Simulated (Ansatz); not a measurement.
One change: `N=C([SiH3])CCl` becomes `CC(=N)CCl`.

Ansatz, PBE0-D4/def2-TZVP geometries, multiplicity 1. Each molecule was computed in one conformer, which needn't be the lowest.

```json
{"property": "size of the dipole moment (ωB97M-V/def2-TZVPP) / D", "`N=C([SiH3])CCl`": "2.11"}
{"property": "HOMO–LUMO gap (ωB97M-V/def2-TZVPP) / eV", "`N=C([SiH3])CCl`": "11.21"}
{"property": "HOMO–LUMO gap (PBE0/def2-TZVPP) / eV", "`N=C([SiH3])CCl`": "6.71"}
{"property": "LUMO energy (PBE/def2-TZVPP) / eV", "`N=C([SiH3])CCl`": "-2.03"}
{"property": "LUMO energy (B3LYP/def2-TZVPP) / eV", "`N=C([SiH3])CCl`": "-1.19"}
{"property": "HOMO energy (ωB97M-V/def2-TZVPP) / eV", "`N=C([SiH3])CCl`": "-9.99"}
```

**Question.** What does the change do to each property? (An estimate is asked.)

**Answer.** Computed: 
| property | `CC(=N)CCl` | shift |
| --- | --- | --- |
| size of the dipole moment (ωB97M-V/def2-TZVPP) / D | 2.32 | 0.21 |
| HOMO–LUMO gap (ωB97M-V/def2-TZVPP) / eV | 11.89 | 0.68 |
| HOMO–LUMO gap (PBE0/def2-TZVPP) / eV | 7.26 | 0.55 |
| LUMO energy (PBE/def2-TZVPP) / eV | -1.67 | 0.36 |
| LUMO energy (B3LYP/def2-TZVPP) / eV | -0.80 | 0.39 |
| HOMO energy (ωB97M-V/def2-TZVPP) / eV | -10.19 | -0.20 |

With PBE0 the HOMO falls by 0.13 eV and the LUMO rises by 0.42 eV, so the gap widens by about 0.55 eV. PBE moves the HOMO by -0.05 eV and ωB97M-V by -0.20 eV. Dipoles are sizes alone; their direction can turn.

B3LYP here is the variant with VWN-RPA as its local correlation; programs differ in this.
